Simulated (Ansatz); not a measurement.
Program: Ansatz. Geometries: PBE0-D4/def2-TZVP. ΔE: electronic, gas phase. CCSD(T)/CBS adds triple-zeta CCSD(T) − MP2 to the extrapolated MP2 energy (def2 sets, frozen cores). This one scheme is used for every species, atoms too. DFT in def2-TZVPP. No spin–orbit coupling; open shells (•) take unrestricted orbitals. def2 core potentials past Kr. Bonds to Te are less sure, by a few kJ/mol each and by 10 to 20 or more in all where they break to atoms, as the def2 sets lack core-valence functions. Each species was taken in one conformer, which may not be the lowest.

`C=CC[TeH]` → H• + `C=CC[Te]`•  (homolysis of the H–Te bond)

`C=CC[TeH]`:

Cartesian coordinates in Å:
```
C 1.560 0.607 -0.512
C 0.547 0.286 0.283
C -0.467 -0.743 -0.030
Te -2.444 0.092 -0.358
H 1.707 0.118 -1.469
H 2.274 1.373 -0.235
H 0.428 0.804 1.232
H -0.600 -1.467 0.774
H -0.237 -1.282 -0.949
H -2.769 0.211 1.264
```

`C=CC[Te]`•:

Cartesian coordinates in Å:
```
C 0.175 0.481 -1.335
C 0.456 -0.232 -0.249
C -0.471 -0.411 0.890
Te 0.247 0.841 2.503
H 0.893 0.593 -2.138
H -0.785 0.973 -1.457
H 1.433 -0.699 -0.150
H -1.491 -0.118 0.653
H -0.457 -1.428 1.284
```

```tsv
level	ΔE (kJ/mol)
r2SCAN0	293.5
HF/CBS(def2)	205.2
```

Q: What does CCSD(T)/CBS give? (Best estimate.)

A: Computed: +313.9 kJ/mol. The listed levels differ from it by -20.4, -108.7 kJ/mol.

Largest T1 diagnostic among the species: 0.013.

From r2SCAN to r2SCAN0 (25 % exact exchange), in def2-TZVPP and without D4, ΔE moves by −3.5 kJ/mol: exact exchange takes away binding that semilocal exchange gives to molecules. In def2-TZVPP, CCSD(T) changes the Hartree–Fock value by +98.3 kJ/mol (the triples alone add +4.2 kJ/mol) and MP2 by +91.1 kJ/mol; breaking electron pairs costs correlation energy, which Hartree–Fock lacks.
